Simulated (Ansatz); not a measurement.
# Molecular dynamics of CH5GaO

Input:

```yaml
crystal:
  periodic: [false, false, false]
  atoms:
    - { symbol: Ga, position_ang: [-0.066579, -0.131937, -0.038401] }
    - { symbol: H, position_ang: [0.225055, -0.056864, 1.519394] }
    - { symbol: O, position_ang: [1.353091, -0.440896, -1.135483] }
    - { symbol: H, position_ang: [2.187353, -0.545183, -0.642024] }
    - { symbol: C, position_ang: [-1.77549, 0.039713, -1.008666] }
    - { symbol: H, position_ang: [-2.39132, -0.867928, -0.83716] }
    - { symbol: H, position_ang: [-2.359647, 0.912259, -0.651748] }
    - { symbol: H, position_ang: [-1.593662, 0.138936, -2.096512] }
basis:
  gaussian: { orbitals: def2-SVP }
hamiltonian:
  xc: revpbe
  dispersion: d4
md:
  timestep: 0.25
  n_steps: 150
  ensemble: nvt_nose_hoover
  temperature: 300.0
  initial_velocities: maxwell_boltzmann
  seed: 498425
  nose_hoover: { tau: 300.0, chain_length: 1 }
```

Launched with:

```bash
$ ansatz run input.yaml --threads 1 --pin off --max-ram 2048MiB --backend cpu --events-out ev --progress --plain --runs-dir out
```

It starts from a relaxed structure.

Output, in part (one step line in 2, the closing report, with atoms numbered from 0):

```
md step     0: t =     0.00 fs  T =   300.0 K  F+E_penalty+E_count = -55530.65738250 eV  E_kin = 0.232668 eV  conserved = -55530.42471450 eV  (26 SCF iters)
md step     2: t =     0.50 fs  T =   293.0 K  F+E_penalty+E_count = -55530.65194730 eV  E_kin = 0.227246 eV  conserved = -55530.42470097 eV  (29 SCF iters)
md step     4: t =     1.00 fs  T =   272.8 K  F+E_penalty+E_count = -55530.63619969 eV  E_kin = 0.211566 eV  conserved = -55530.42463412 eV  (29 SCF iters)
md step     6: t =     1.50 fs  T =   244.9 K  F+E_penalty+E_count = -55530.61449545 eV  E_kin = 0.189964 eV  conserved = -55530.42453184 eV  (29 SCF iters)
md step     8: t =     2.00 fs  T =   217.7 K  F+E_penalty+E_count = -55530.59328151 eV  E_kin = 0.168849 eV  conserved = -55530.42443341 eV  (29 SCF iters)
md step    10: t =     2.50 fs  T =   198.9 K  F+E_penalty+E_count = -55530.57865791 eV  E_kin = 0.154276 eV  conserved = -55530.42438299 eV  (29 SCF iters)
md step    12: t =     3.00 fs  T =   192.6 K  F+E_penalty+E_count = -55530.57374504 eV  E_kin = 0.149344 eV  conserved = -55530.42440280 eV  (30 SCF iters)
md step    14: t =     3.50 fs  T =   197.1 K  F+E_penalty+E_count = -55530.57735839 eV  E_kin = 0.152882 eV  conserved = -55530.42447900 eV  (30 SCF iters)
md step    16: t =     4.00 fs  T =   206.6 K  F+E_penalty+E_count = -55530.58481276 eV  E_kin = 0.160245 eV  conserved = -55530.42457207 eV  (30 SCF iters)
md step    18: t =     4.50 fs  T =   213.6 K  F+E_penalty+E_count = -55530.59028258 eV  E_kin = 0.165647 eV  conserved = -55530.42464156 eV  (29 SCF iters)
md step    20: t =     5.00 fs  T =   212.2 K  F+E_penalty+E_count = -55530.58926601 eV  E_kin = 0.164608 eV  conserved = -55530.42466598 eV  (29 SCF iters)
md step    22: t =     5.50 fs  T =   200.3 K  F+E_penalty+E_count = -55530.57998275 eV  E_kin = 0.155347 eV  conserved = -55530.42464555 eV  (29 SCF iters)
md step    24: t =     6.00 fs  T =   179.1 K  F+E_penalty+E_count = -55530.56345388 eV  E_kin = 0.138872 eV  conserved = -55530.42459434 eV  (29 SCF iters)
md step    26: t =     6.50 fs  T =   152.4 K  F+E_penalty+E_count = -55530.54269170 eV  E_kin = 0.118176 eV  conserved = -55530.42453068 eV  (29 SCF iters)
md step    28: t =     7.00 fs  T =   125.2 K  F+E_penalty+E_count = -55530.52157033 eV  E_kin = 0.097116 eV  conserved = -55530.42447165 eV  (30 SCF iters)
md step    30: t =     7.50 fs  T =   102.3 K  F+E_penalty+E_count = -55530.50376262 eV  E_kin = 0.079353 eV  conserved = -55530.42442922 eV  (23 SCF iters)
md step    32: t =     8.00 fs  T =    87.1 K  F+E_penalty+E_count = -55530.49192743 eV  E_kin = 0.067538 eV  conserved = -55530.42441101 eV  (22 SCF iters)
md step    34: t =     8.50 fs  T =    81.0 K  F+E_penalty+E_count = -55530.48720683 eV  E_kin = 0.062810 eV  conserved = -55530.42441963 eV  (22 SCF iters)
md step    36: t =     9.00 fs  T =    83.3 K  F+E_penalty+E_count = -55530.48905285 eV  E_kin = 0.064626 eV  conserved = -55530.42445284 eV  (22 SCF iters)
md step    38: t =     9.50 fs  T =    91.4 K  F+E_penalty+E_count = -55530.49537174 eV  E_kin = 0.070896 eV  conserved = -55530.42450421 eV  (26 SCF iters)
md step    40: t =    10.00 fs  T =   101.1 K  F+E_penalty+E_count = -55530.50295090 eV  E_kin = 0.078419 eV  conserved = -55530.42456354 eV  (29 SCF iters)
md step    42: t =    10.50 fs  T =   107.7 K  F+E_penalty+E_count = -55530.50813456 eV  E_kin = 0.083552 eV  conserved = -55530.42461810 eV  (29 SCF iters)
md step    44: t =    11.00 fs  T =   107.2 K  F+E_penalty+E_count = -55530.50771698 eV  E_kin = 0.083108 eV  conserved = -55530.42464896 eV  (29 SCF iters)
md step    46: t =    11.50 fs  T =    97.2 K  F+E_penalty+E_count = -55530.49999771 eV  E_kin = 0.075400 eV  conserved = -55530.42464114 eV  (29 SCF iters)
md step    48: t =    12.00 fs  T =    78.9 K  F+E_penalty+E_count = -55530.48573036 eV  E_kin = 0.061191 eV  conserved = -55530.42458719 eV  (29 SCF iters)
md step    50: t =    12.50 fs  T =    56.8 K  F+E_penalty+E_count = -55530.46848867 eV  E_kin = 0.044041 eV  conserved = -55530.42449854 eV  (22 SCF iters)
md step    52: t =    13.00 fs  T =    38.1 K  F+E_penalty+E_count = -55530.45388523 eV  E_kin = 0.029531 eV  conserved = -55530.42440798 eV  (22 SCF iters)
md step    54: t =    13.50 fs  T =    30.0 K  F+E_penalty+E_count = -55530.44753319 eV  E_kin = 0.023231 eV  conserved = -55530.42435730 eV  (22 SCF iters)
md step    56: t =    14.00 fs  T =    36.4 K  F+E_penalty+E_count = -55530.45253355 eV  E_kin = 0.028218 eV  conserved = -55530.42437307 eV  (23 SCF iters)
md step    58: t =    14.50 fs  T =    56.1 K  F+E_penalty+E_count = -55530.46791437 eV  E_kin = 0.043526 eV  conserved = -55530.42444817 eV  (22 SCF iters)
md step    60: t =    15.00 fs  T =    83.2 K  F+E_penalty+E_count = -55530.48904528 eV  E_kin = 0.064563 eV  conserved = -55530.42454712 eV  (22 SCF iters)
md step    62: t =    15.50 fs  T =   109.8 K  F+E_penalty+E_count = -55530.50975017 eV  E_kin = 0.085193 eV  conserved = -55530.42462860 eV  (29 SCF iters)
md step    64: t =    16.00 fs  T =   129.2 K  F+E_penalty+E_count = -55530.52481067 eV  E_kin = 0.100225 eV  conserved = -55530.42466554 eV  (29 SCF iters)
md step    66: t =    16.50 fs  T =   138.0 K  F+E_penalty+E_count = -55530.53162017 eV  E_kin = 0.107055 eV  conserved = -55530.42465572 eV  (29 SCF iters)
md step    68: t =    17.00 fs  T =   136.7 K  F+E_penalty+E_count = -55530.53054113 eV  E_kin = 0.106033 eV  conserved = -55530.42460942 eV  (29 SCF iters)
md step    70: t =    17.50 fs  T =   128.7 K  F+E_penalty+E_count = -55530.52427613 eV  E_kin = 0.099843 eV  conserved = -55530.42454494 eV  (29 SCF iters)
md step    72: t =    18.00 fs  T =   119.1 K  F+E_penalty+E_count = -55530.51675468 eV  E_kin = 0.092396 eV  conserved = -55530.42448081 eV  (29 SCF iters)
md step    74: t =    18.50 fs  T =   113.0 K  F+E_penalty+E_count = -55530.51195036 eV  E_kin = 0.087649 eV  conserved = -55530.42443264 eV  (29 SCF iters)
md step    76: t =    19.00 fs  T =   114.2 K  F+E_penalty+E_count = -55530.51287029 eV  E_kin = 0.088600 eV  conserved = -55530.42441118 eV  (29 SCF iters)
md step    78: t =    19.50 fs  T =   124.5 K  F+E_penalty+E_count = -55530.52086343 eV  E_kin = 0.096595 eV  conserved = -55530.42442064 eV  (27 SCF iters)
md step    80: t =    20.00 fs  T =   143.2 K  F+E_penalty+E_count = -55530.53533953 eV  E_kin = 0.111045 eV  conserved = -55530.42445849 eV  (28 SCF iters)
md step    82: t =    20.50 fs  T =   167.1 K  F+E_penalty+E_count = -55530.55392309 eV  E_kin = 0.129586 eV  conserved = -55530.42451661 eV  (28 SCF iters)
md step    84: t =    21.00 fs  T =   191.6 K  F+E_penalty+E_count = -55530.57299504 eV  E_kin = 0.148609 eV  conserved = -55530.42458206 eV  (30 SCF iters)
md step    86: t =    21.50 fs  T =   211.6 K  F+E_penalty+E_count = -55530.58853351 eV  E_kin = 0.164111 eV  conserved = -55530.42463869 eV  (29 SCF iters)
md step    88: t =    22.00 fs  T =   222.7 K  F+E_penalty+E_count = -55530.59714885 eV  E_kin = 0.172718 eV  conserved = -55530.42466921 eV  (29 SCF iters)
md step    90: t =    22.50 fs  T =   222.8 K  F+E_penalty+E_count = -55530.59716950 eV  E_kin = 0.172771 eV  conserved = -55530.42465884 eV  (29 SCF iters)
md step    92: t =    23.00 fs  T =   213.0 K  F+E_penalty+E_count = -55530.58950673 eV  E_kin = 0.165186 eV  conserved = -55530.42460332 eV  (29 SCF iters)
md step    94: t =    23.50 fs  T =   198.1 K  F+E_penalty+E_count = -55530.57783998 eV  E_kin = 0.153627 eV  conserved = -55530.42451662 eV  (29 SCF iters)
md step    96: t =    24.00 fs  T =   185.1 K  F+E_penalty+E_count = -55530.56766068 eV  E_kin = 0.143552 eV  conserved = -55530.42443280 eV  (29 SCF iters)
md step    98: t =    24.50 fs  T =   180.7 K  F+E_penalty+E_count = -55530.56415993 eV  E_kin = 0.140111 eV  conserved = -55530.42439247 eV  (29 SCF iters)
md step   100: t =    25.00 fs  T =   187.9 K  F+E_penalty+E_count = -55530.56979442 eV  E_kin = 0.145739 eV  conserved = -55530.42441883 eV  (29 SCF iters)
md step   102: t =    25.50 fs  T =   204.8 K  F+E_penalty+E_count = -55530.58292815 eV  E_kin = 0.158812 eV  conserved = -55530.42450070 eV  (29 SCF iters)
md step   104: t =    26.00 fs  T =   224.7 K  F+E_penalty+E_count = -55530.59848768 eV  E_kin = 0.174296 eV  conserved = -55530.42459983 eV  (28 SCF iters)
md step   106: t =    26.50 fs  T =   239.9 K  F+E_penalty+E_count = -55530.61026315 eV  E_kin = 0.186024 eV  conserved = -55530.42467372 eV  (28 SCF iters)
md step   108: t =    27.00 fs  T =   244.0 K  F+E_penalty+E_count = -55530.61349318 eV  E_kin = 0.189257 eV  conserved = -55530.42469728 eV  (28 SCF iters)
md step   110: t =    27.50 fs  T =   235.0 K  F+E_penalty+E_count = -55530.60645828 eV  E_kin = 0.182278 eV  conserved = -55530.42466939 eV  (28 SCF iters)
md step   112: t =    28.00 fs  T =   214.8 K  F+E_penalty+E_count = -55530.59064901 eV  E_kin = 0.166558 eV  conserved = -55530.42460585 eV  (29 SCF iters)
md step   114: t =    28.50 fs  T =   188.1 K  F+E_penalty+E_count = -55530.56984471 eV  E_kin = 0.145852 eV  conserved = -55530.42453068 eV  (29 SCF iters)
md step   116: t =    29.00 fs  T =   160.9 K  F+E_penalty+E_count = -55530.54871024 eV  E_kin = 0.124806 eV  conserved = -55530.42446290 eV  (27 SCF iters)
md step   118: t =    29.50 fs  T =   138.8 K  F+E_penalty+E_count = -55530.53146294 eV  E_kin = 0.107621 eV  conserved = -55530.42441834 eV  (23 SCF iters)
md step   120: t =    30.00 fs  T =   125.2 K  F+E_penalty+E_count = -55530.52091339 eV  E_kin = 0.097102 eV  conserved = -55530.42440349 eV  (21 SCF iters)
md step   122: t =    30.50 fs  T =   121.5 K  F+E_penalty+E_count = -55530.51802155 eV  E_kin = 0.094211 eV  conserved = -55530.42441755 eV  (22 SCF iters)
md step   124: t =    31.00 fs  T =   126.5 K  F+E_penalty+E_count = -55530.52192064 eV  E_kin = 0.098089 eV  conserved = -55530.42445475 eV  (21 SCF iters)
md step   126: t =    31.50 fs  T =   137.2 K  F+E_penalty+E_count = -55530.53027099 eV  E_kin = 0.106404 eV  conserved = -55530.42450687 eV  (28 SCF iters)
md step   128: t =    32.00 fs  T =   149.4 K  F+E_penalty+E_count = -55530.53979914 eV  E_kin = 0.115894 eV  conserved = -55530.42456406 eV  (28 SCF iters)
md step   130: t =    32.50 fs  T =   158.6 K  F+E_penalty+E_count = -55530.54695168 eV  E_kin = 0.123017 eV  conserved = -55530.42461477 eV  (28 SCF iters)
md step   132: t =    33.00 fs  T =   160.8 K  F+E_penalty+E_count = -55530.54866948 eV  E_kin = 0.124726 eV  conserved = -55530.42464477 eV  (28 SCF iters)
md step   134: t =    33.50 fs  T =   153.9 K  F+E_penalty+E_count = -55530.54327430 eV  E_kin = 0.119358 eV  conserved = -55530.42463927 eV  (28 SCF iters)
md step   136: t =    34.00 fs  T =   138.5 K  F+E_penalty+E_count = -55530.53129430 eV  E_kin = 0.107444 eV  conserved = -55530.42459369 eV  (28 SCF iters)
md step   138: t =    34.50 fs  T =   118.7 K  F+E_penalty+E_count = -55530.51578599 eV  E_kin = 0.092031 eV  conserved = -55530.42451652 eV  (29 SCF iters)
md step   140: t =    35.00 fs  T =   100.6 K  F+E_penalty+E_count = -55530.50165937 eV  E_kin = 0.078000 eV  conserved = -55530.42443702 eV  (21 SCF iters)
md step   142: t =    35.50 fs  T =    90.6 K  F+E_penalty+E_count = -55530.49385661 eV  E_kin = 0.070255 eV  conserved = -55530.42439306 eV  (22 SCF iters)
md step   144: t =    36.00 fs  T =    92.2 K  F+E_penalty+E_count = -55530.49507181 eV  E_kin = 0.071468 eV  conserved = -55530.42440917 eV  (22 SCF iters)
md step   146: t =    36.50 fs  T =   104.0 K  F+E_penalty+E_count = -55530.50431534 eV  E_kin = 0.080657 eV  conserved = -55530.42447877 eV  (22 SCF iters)
md step   148: t =    37.00 fs  T =   120.7 K  F+E_penalty+E_count = -55530.51730473 eV  E_kin = 0.093574 eV  conserved = -55530.42456820 eV  (30 SCF iters)
md step   150: t =    37.50 fs  T =   135.0 K  F+E_penalty+E_count = -55530.52846960 eV  E_kin = 0.104690 eV  conserved = -55530.42463779 eV  (27 SCF iters)
Total energy: -55530.52851559 eV, -2040.7092830039 hartree
Atom 0 at    -0.085532    -0.129070    -0.036799 Å, force     1.589934    -0.065241    -0.985264 eV/Å
Atom 1 at     0.290864     0.042163     1.464923 Å, force     0.034955    -0.027077     0.364594 eV/Å
Atom 2 at     1.416659    -0.469156    -1.168167 Å, force    -1.403633     0.276785     0.820662 eV/Å
Atom 3 at     2.169774    -0.451796    -0.555769 Å, force     0.382360    -0.083101     0.047166 eV/Å
Atom 4 at    -1.755621     0.050779    -0.984336 Å, force    -0.346817    -0.864072    -0.249007 eV/Å
Atom 5 at    -2.288457    -0.924212    -0.897026 Å, force    -0.016041     0.040278    -0.010223 eV/Å
Atom 6 at    -2.412946     0.795216    -0.543795 Å, force    -0.390424     0.578412     0.274927 eV/Å
Atom 7 at    -1.626219     0.238231    -2.058366 Å, force     0.149666     0.144016    -0.262856 eV/Å
Dipole moment:    -0.184311     0.037615     0.262607 e Å
```

The run went to its last step. The conserved energy stayed within 0.045 meV per atom of its start (net change 0.0095 meV per atom), so the integration is sound. The mean temperature of the second half is 45 % below the set value. A run of 0.037 ps of so small a system gives no equilibrium averages.

The same pairs are bonded in the first frame and the last. Pairs count as bonded within 1.25 times the sum of covalent radii (0.12 Å more for H–H).

Last frame:

```xyz
8
Properties=species:S:1:pos:R:3
Ga -0.086 -0.129 -0.037
H 0.291 0.042 1.465
O 1.417 -0.469 -1.168
H 2.170 -0.452 -0.556
C -1.756 0.051 -0.984
H -2.288 -0.924 -0.897
H -2.413 0.795 -0.544
H -1.626 0.238 -2.058
```

The run took 2.9 min on 1 thread of Intel(R) Xeon(R) 6975P-C (Granite Rapids) (shared host), peak memory 0.13 GiB.
